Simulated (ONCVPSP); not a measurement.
**Transferability test, ONCV potential for silicon**

silicon, optimised norm-conserving Vanderbilt (ONCV), made with ONCVPSP 4.0.1 (PBE, scalar-relativistic). Core [He], reference 2s2 2p6 3s1.75 3p2.25. Waves: 2s+3s: rc 1.05 bohr, ncon 4, nbas 8, qcut 8.9 1/bohr, 3 projectors, debl 3.7 Ha; 2p+3p: rc 1.10 bohr, ncon 4, nbas 7, qcut 13.3 1/bohr, 2 projectors; d scattering state at 0.08 Ha: rc 1.05 bohr, ncon 4, nbas 7, qcut 10.3 1/bohr, 2 projectors, debl 1.9 Ha. Local part: polynomial inside 1.05 bohr (lpopt 5, dvloc0 3 Ha). Core correction: none.

Energies are relative to the spin-unpolarised reference configuration 2s2 2p6 3s1.75 3p2.25; without spin polarisation the order of configurations can differ from experiment.

```json
{"valence configuration": "2s2 2p6 3s2 3p1", "charge": "+1", "ΔE all-electron (eV)": "6.052", "error AE − PS (meV)": "+0.6"}
{"valence configuration": "2s2 2p6 3s2 3p0", "charge": "+2", "ΔE all-electron (eV)": "22.045", "error AE − PS (meV)": "+3.9"}
```

**Question.** What are ΔE and the potential's error for 2s2 2p6 3s0 3p4?

**Answer.** ΔE = 12.090 eV all-electron; the error (AE − PS) is -0.3 meV.

**Question.** What are ΔE and the potential's error for 2s2 2p6 3s2 3p2?

**Answer.** ΔE = -1.688 eV all-electron; the error (AE − PS) is 0.0 meV.
